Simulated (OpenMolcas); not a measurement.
A run on Ti2+ with 4 ligands (bromide) in tetrahedral coordination (Td) at 2.64 Å. A charge of +0.5 e stands 2.6 Å behind each ligand. Ligand basis ANO-RCC-VDZP.

```json
{
  "Program": "OpenMolcas",
  "Method": "CASSCF",
  "Basis": "ANO-RCC-VTZP [6s5p3d2f1g]",
  "Scalar Hamiltonian": "DKH2, point nucleus",
  "Active space": "2 electrons in 5 orbitals (3d)",
  "State averaging": "2S+1 = 3 even, 10 roots; 2S+1 = 1 even, 15 roots",
  "Spin-orbit coupling": "RASSI with atomic mean-field integrals over the reference wave functions"
}
```

167 basis functions. Blocks (2S+1, parity, CSFs, roots kept): 3, even, 10, 10; 1, even, 15, 15.

Task: How long do the RASSCF and RASSI steps take on 1 thread of Arm Neoverse V2, on a shared host?

Result: About 120 s of wall time, without the integral step.
